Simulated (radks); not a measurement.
Charge is removed step by step from the 3p down level of Re3+, starting from [Ne] 3s2 3p(up 3, down 3) 3d10 4s2 4p6 4d10 4f14 5s2 5p6 5d4. All-electron calculation, scalar-relativistic Kohn-Sham, PBEsol, spin-polarised, spherical densities, point nucleus; open shells are filled with parallel spins first (spin-orbit coupling, left out, can overturn this in heavy ions). Program: a radial shooting solver on a logarithmic mesh with Libxc functionals.

removed (e),E - E(0) (eV),eigenvalue (eV),E minus straight line (eV)
0,0.000,-2439.2,0.000
0.125,304.86,-2446.4,-3.208
0.25,610.62,-2453.7,-5.509
0.375,917.30,-2461.0,-6.898
0.5,1224.9,-2468.4,-7.371
0.625,1533.4,-2475.8,-6.923
0.75,1842.8,-2483.2,-5.548
0.875,2153.2,-2490.6,-3.242
1,2464.5,-2498.1,0.000

Removing the whole electron costs 2464.5 eV by Delta-SCF, against 2439.2 eV from minus the eigenvalue at the starting occupation. Slater's transition state (half an electron removed) gives 2468.4 eV. Integrating minus the eigenvalue over the occupation (Janak's theorem) gives 2468.5 eV. In this scalar-relativistic scheme the density is built from large components alone, so the theorem holds only approximately. The mean slope of the eigenvalue, de/dn, is 58.9 eV per electron.
